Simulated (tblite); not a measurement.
Species: C₆H₈NSi (doublet state).
SMILES with atom numbers: `[C:1]#[C:2][CH2:3][C@H:4]([CH3:5])[SiH2:6][C:7]#[N:8]` (hydrogens: H9, H10 on C3; H11 on C4; H12, H13, H14 on C5; H15, H16 on Si6)

A start from a force field or distance geometry was refined with tblite 0.8.0, GFN2-xTB geometry optimisation, gas phase. Values at the start:

| coordinate | start |
| --- | --- |
| C1≡C2 | 1.203 Å |
| C2–C3 | 1.464 Å |
| C3–C4 | 1.506 Å |
| C3–H9 | 1.100 Å |
| C3–H10 | 1.104 Å |
| C4–C5 | 1.520 Å |
| C4–Si6 | 1.864 Å |
| C4–H11 | 1.114 Å |
| C5–H12 | 1.104 Å |
| Si6–C7 | 1.815 Å |
| Si6–H15 | 1.478 Å |
| Si6–H16 | 1.467 Å |
| C7≡N8 | 1.153 Å |
| C1–C2–C3 | 178.1° |
| C2–C3–C4 | 107.7° |
| C3–C4–C5 | 111.1° |
| C3–C4–Si6 | 106.6° |
| C4–Si6–C7 | 111.8° |
| C5–C4–Si6 | 112.2° |
| Si6–C7–N8 | 179.3° |
| C2–C3–C4–C5 | -61° |
| C3–C4–Si6–C7 | 53° |

Task: How do these coordinates change at the GFN2-xTB level?

Result: 
```json
{"coordinate": "C4–Si6", "GFN2-xTB (Å or °)": "1.919", "change": "+0.055"}
{"coordinate": "Si6–C7", "GFN2-xTB (Å or °)": "1.869", "change": "+0.054"}
{"coordinate": "C3–C4", "GFN2-xTB (Å or °)": "1.527", "change": "+0.021"}
{"coordinate": "C4–H11", "GFN2-xTB (Å or °)": "1.096", "change": "-0.018"}
{"coordinate": "C5–H12", "GFN2-xTB (Å or °)": "1.089", "change": "-0.015"}
{"coordinate": "Si6–H15", "GFN2-xTB (Å or °)": "1.464", "change": "-0.014"}
{"coordinate": "C3–H10", "GFN2-xTB (Å or °)": "1.093", "change": "-0.011"}
{"coordinate": "C1≡C2", "GFN2-xTB (Å or °)": "1.195", "change": "-0.008"}
{"coordinate": "C7≡N8", "GFN2-xTB (Å or °)": "1.145", "change": "-0.008"}
{"coordinate": "C4–C5", "GFN2-xTB (Å or °)": "1.527", "change": "+0.007"}
{"coordinate": "C3–H9", "GFN2-xTB (Å or °)": "1.094", "change": "-0.006"}
{"coordinate": "Si6–H16", "GFN2-xTB (Å or °)": "1.462", "change": "-0.005"}
{"coordinate": "C2–C3", "GFN2-xTB (Å or °)": "1.467", "change": "+0.003"}
{"coordinate": "C4–Si6–C7", "GFN2-xTB (Å or °)": "105.4", "change": "-6.4"}
{"coordinate": "C3–C4–Si6", "GFN2-xTB (Å or °)": "110.4", "change": "+3.8"}
{"coordinate": "C2–C3–C4", "GFN2-xTB (Å or °)": "110.7", "change": "+3.0"}
{"coordinate": "C5–C4–Si6", "GFN2-xTB (Å or °)": "111.3", "change": "-0.9"}
{"coordinate": "Si6–C7–N8", "GFN2-xTB (Å or °)": "178.7", "change": "-0.6"}
{"coordinate": "C1–C2–C3", "GFN2-xTB (Å or °)": "178.6", "change": "+0.5"}
{"coordinate": "C3–C4–C5", "GFN2-xTB (Å or °)": "110.8", "change": "-0.3"}
{"coordinate": "C3–C4–Si6–C7", "GFN2-xTB (Å or °)": "56", "change": "+3"}
{"coordinate": "C2–C3–C4–C5", "GFN2-xTB (Å or °)": "-64", "change": "-3"}
```

The energy falls by 0.301 eV over 59 L-BFGS steps, the largest force on an atom goes from 2.09 to 0.010 eV/Å, and the atoms move by 0.148 Å rms after alignment. Among the bonds, C4–Si6 and Si6–C7 change most and about equally (+0.054 to +0.055 Å). Bonds longer at the end by more than 0.005 Å: 4 of 15; shorter: 9. Among the dihedrals that turn most is C3–C4–C5–H12, from -48° to -63°. Rotational constants go from 3167, 949.6, 872.5 to 3039, 927.0, 858.1 MHz.

The run took 0.41 s on one thread of an Arm Neoverse V1, no GPU (shared host).

Its GFN2-xTB frequencies are all real (lowest 38 cm⁻¹). 3 starts were optimised and ended at 0.00, 0.00 and 0.38 kcal/mol (GFN2-xTB); the lowest of these is shown.

One conformer stands for the species.

All values are computed, not measured.
